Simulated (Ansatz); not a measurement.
`[PH2][Al]1[BH][CH2]1`, relaxed with RKS PBE0-D4/def2-TZVP in Ansatz from a PBE-D4/def2-SVP geometry. The force threshold is 0.005 eV/Å; the program also tests the step.

Total charge 0; spin multiplicity 1.

Start:

```xyz
9

P     1.043   -0.922    2.048
Al   -0.584   -0.137    0.524
B    -1.277    0.797   -1.081
C     0.186    0.880   -1.246
H     0.001   -1.445    2.900
H     1.145   -2.159    1.309
H    -2.213    1.093   -1.781
H     1.009    0.610   -0.525
H     0.690    1.282   -2.148
```

```csv
step,energy (eV),largest force (eV/Å),largest move (Å)
1,-17671.1971,0.514,0.000
2,-17671.2285,0.186,0.027
3,-17671.2329,0.080,0.030
4,-17671.2338,0.062,0.015
5 (rejected),-17671.2338,0.068,0.015
6,-17671.2344,0.012,0.007
7,-17671.2346,0.020,0.017
8,-17671.2348,0.031,0.031
9,-17671.2350,0.023,0.019
10,-17671.2352,0.023,0.020
11,-17671.2352,0.023,0.021
12,-17671.2353,0.017,0.012
13,-17671.2353,0.004,0.004
```

End:

```xyz
9

P     0.999   -0.886    2.074
Al   -0.568   -0.074    0.545
B    -1.276    0.810   -1.057
C     0.174    0.835   -1.236
H    -0.029   -1.521    2.826
H     1.212   -2.031    1.254
H    -2.179    1.121   -1.757
H     0.978    0.559   -0.517
H     0.689    1.187   -2.131
```

It took 67 s on 2 threads of an Intel Xeon Platinum 8175M on a shared host, with 0.38 GiB of host memory at the peak.
